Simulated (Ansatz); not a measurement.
Basis-set series for C₂H₆F₂Sn (`C[CH2][SnH]([F])[F]`). Charge 0, multiplicity 1. Sn takes the def2 core potential. Geometry: relaxed with PBE0-D4/def2-TZVP. It is one conformer, not always the lowest.

| functional | basis | functions | energy (Eh) | HOMO (eV) | LUMO (eV) |
| --- | --- | --- | --- | --- | --- |
| PBE0-D4 | def2-SVP | 112 | -493.35613 | -8.58 | -0.31 |
| PBE0-D4 | def2-QZVPP | 490 | -493.73515 | -8.66 | -0.69 |
| ωB97M-V | def2-SVP | 112 | -493.47656 | -10.72 | 1.71 |
| ωB97M-V | def2-QZVPP | 490 | -493.86705 | -10.82 | 0.93 |

(1) Give the rows for def2-TZVPP. (Best estimate.)

Results:

(1) Computed: 
| functional | basis | functions | energy (Eh) | HOMO (eV) | LUMO (eV) |
| --- | --- | --- | --- | --- | --- |
| PBE0-D4 | def2-TZVPP | 258 | -493.71588 | -8.65 | -0.60 |
| ωB97M-V | def2-TZVPP | 258 | -493.84839 | -10.81 | 1.23 |

Positive LUMOs are unbound and depend on the basis.
